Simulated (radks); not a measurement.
Question: Cu3+, configuration [Ar] 3d8. Method: Dirac Kohn-Sham, LDA (Slater exchange, Perdew-Wang correlation), spin-unpolarised, spherical densities, point nucleus; open shells are shared between the two j in proportion to 2j + 1; computed with a radial shooting solver on a logarithmic mesh with Libxc functionals.

Spin-orbit splittings of the eigenvalues, e(l+1/2) - e(l-1/2), with zeta = 2 splitting/(2l+1) and mean radii in bohr:

shell  occ.  splitting (eV)  zeta (eV)  <r> j=l-1/2  <r> j=l+1/2
2p        6           20.44      13.63       0.2044       0.2077
3p        6           2.668      1.779       0.7305       0.7406
3d        8               ?          ?       0.8532       0.8577

Estimate the 3d splitting.

Answer: 0.3307 eV (zeta = 0.1323 eV).
